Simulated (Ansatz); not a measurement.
`BB(C)I`, relaxed with RKS PBE0-D4/def2-TZVP in Ansatz 0.2.0 from a PBE-D4/def2-SVP geometry. The force threshold is 0.005 eV/Å; the program also tests the step.

Charge 0, multiplicity 1. I takes the def2 core potential.

Start:

```xyz
9

B    -0.317   -1.175    1.134
B     0.061   -0.096   -0.029
C     0.186    1.326   -0.624
I     0.481   -1.927   -1.261
H     0.529   -1.587    1.908
H    -1.453   -1.602    1.248
H     0.240    2.106    0.162
H     1.024    1.448   -1.339
H    -0.751    1.507   -1.201
```

Problem. How much energy does the relaxation release, and in how many steps? (Estimate.)

Solution. Computed: 0.74 kcal/mol, in 19 steps, 1 of them rejected.

Problem. Which bonds change most? (Best estimate.)

Solution. The calculation gave: B2–I4 from 2.246 to 2.218 Å; B1–H6 from 1.219 to 1.198 Å; B1–H5 from 1.219 to 1.198 Å.

Problem. Give the relaxed structure. (Best estimate.)

Solution. Ansatz gave: 
```xyz
9

B    -0.287   -1.158    1.154
B     0.024   -0.109   -0.038
C     0.162    1.312   -0.614
I     0.340   -1.888   -1.325
H     0.597   -1.581    1.843
H    -1.398   -1.569    1.335
H     0.067    2.087    0.149
H     1.114    1.437   -1.139
H    -0.619    1.469   -1.366
```
